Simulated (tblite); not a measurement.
Species: C6H6FO (doublet state).
Structure used (GFN2-xTB), in Å, numbered top down from 1:
```
atom  x, y, z in Å
C1     2.2347    0.0336   -0.5973
C2     1.3710    0.9637    0.1373
F3     1.8740    1.1741    1.4193
C4    -0.0741    0.5352    0.2754
C5    -0.5455   -0.6233   -0.1824
C6    -1.9174   -1.0749   -0.0735
C7    -2.8975   -0.4128    0.4732
O8    -3.7878    0.1596    0.9470
H9     2.1781   -0.0118   -1.6651
H10    2.9243   -0.5878   -0.0639
H11    1.3766    1.9635   -0.3372
H12   -0.7052    1.2355    0.8034
H13    0.1240   -1.3054   -0.6882
H14   -2.1559   -2.0498   -0.4702
```

Computed geometry: GFN2-xTB, gas phase. This method treats the open shell by occupation alone, without spin polarisation.

Take the most abundant isotopes and a rigid rotor. The values belong to one conformer with, in the numbering `[CH2:1][C@H:2]([F:3])/[CH:4]=[CH:5]/[CH:6]=[C:7]=[O:8]`, H–C1–C2–F3 -161° and 18°, C1–C2–C4–C5 3°, C4–C5–C6–C7 1°.

Q: Give the principal moments of inertia and the rotational constants in MHz.

A: Ia = 99.85, Ib = 566.02, Ic = 640.83 u·Å²; 505379 MHz·u·Å²/I gives A = 5061, B = 892.9, C = 788.6 MHz.

Q: Classify the top.

A: A near-prolate asymmetric top. Ray's parameter κ = (2B − A − C)/(A − C) = -0.951; −1 is the prolate and +1 the oblate limit.

Q: What does the inertial defect say?

A: Not planar: Δ = Ic − Ia − Ib = -25.04 u·Å². For a rigid frame Δ = −2 Σ m c², so Σ m c² = 12.52 u·Å² lies off the ab plane: 4.29 from hydrogen and 8.23 from heavier atoms. The atom farthest from that plane is 1.45 Å away.

Q: Estimate the classical rotational partition function at 10 K, 298.15 K and 500 K.

A: Point group C1, symmetry number σ = 1; q = (√π/σ)·√((kT/h)³/(ABC)), k/h = 20836.6 MHz/K: 2820 at 10 K, 460000 at 298.15 K, 998000 at 500 K.

For this open shell read J as N, the rotation without spin; fine and hyperfine splittings come on top. Its GFN2-xTB frequencies are all real (lowest 30 cm⁻¹). Constants of a rigid frame at the computed geometry: no zero-point averaging, no centrifugal distortion.

Hardware: one thread of an Arm Neoverse V2, shared host. Cost: 0.52 s. These figures are those of the optimisation.
